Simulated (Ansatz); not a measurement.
Ansatz (an electronic-structure program) job for CH10O2Si3, SMILES [Si]([SiH3])([SiH3])(CO)O, PBE/def2-SVPD. The structure is a stationary point at PBE0-D3(BJ)/def2-SVP. This is a generated structure with no PubChem entry under its InChIKey; it may be hypothetical. One conformer was computed; it need not be the lowest.

Ansatz 0.2 input:
```yaml
crystal:
  periodic: [false, false, false]
  atoms:
    - {symbol: O, position_ang: [-1.50670781, 2.21528617, -0.07065478]}
    - {symbol: C, position_ang: [-0.74059641, 1.44041606, -0.96257764]}
    - {symbol: Si, position_ang: [0.18239105, 0.11566842, 0.03222794]}
    - {symbol: O, position_ang: [0.86369436, 1.09567130, 1.23134324]}
    - {symbol: Si, position_ang: [1.81695426, -1.03602264, -1.20682980]}
    - {symbol: Si, position_ang: [-1.33960831, -1.38139595, 1.01669667]}
    - {symbol: H, position_ang: [-0.91827783, 2.46939303, 0.65243186]}
    - {symbol: H, position_ang: [-0.01836229, 2.05125887, -1.54372126]}
    - {symbol: H, position_ang: [-1.42240421, 0.98245826, -1.69758371]}
    - {symbol: H, position_ang: [1.19303411, 0.65894609, 2.02200953]}
    - {symbol: H, position_ang: [1.15279049, -1.88607208, -2.24515709]}
    - {symbol: H, position_ang: [2.75318203, -0.08809265, -1.88817206]}
    - {symbol: H, position_ang: [2.61546227, -1.93095673, -0.31063259]}
    - {symbol: H, position_ang: [-0.62396318, -2.28243818, 1.97707153]}
    - {symbol: H, position_ang: [-2.40128492, -0.64523556, 1.76810450]}
    - {symbol: H, position_ang: [-1.97880838, -2.23491450, -0.03371993]}
basis:
  gaussian:
    orbitals: def2-SVPD
hamiltonian:
  xc: {name: PBE}
```

It prints:

```
WARN ansatz: RAYON_NUM_THREADS=2 ignored (pool sized by the plan → 2); use --threads N
Functional definition: PBE
integrals: 0.21 GiB planned
1863 factors; their error is unknown
mean field: 1.23 GiB planned
mean field evaluation 1: about -28885.8882 eV, gradient 7.9e1 eV
mean field evaluation 2: about -28758.4508 eV, gradient 2.3e2 eV
mean field evaluation 4: about -28897.6699 eV, gradient 2.2e1 eV
mean field evaluation 8: about -28898.5195 eV, gradient 2.3e-1 eV
mean field evaluation 16: about -28898.4608 eV, gradient 2.9e-4 eV
mean field -28898.46081828 eV, -1061.9988469916 hartree, gradient 2.2e-5 eV, S^2 0.000000; 0 other end points of the search recorded, 0 dependent functions left out
reference -28898.46088091 eV, -1061.9988492932 hartree; 37, 37 occupied and 181, 181 virtual orbitals, 1863 factors
Total energy: -28898.46088091 eV, -1061.9988492932 hartree
```

The calculation finished and met its thresholds.
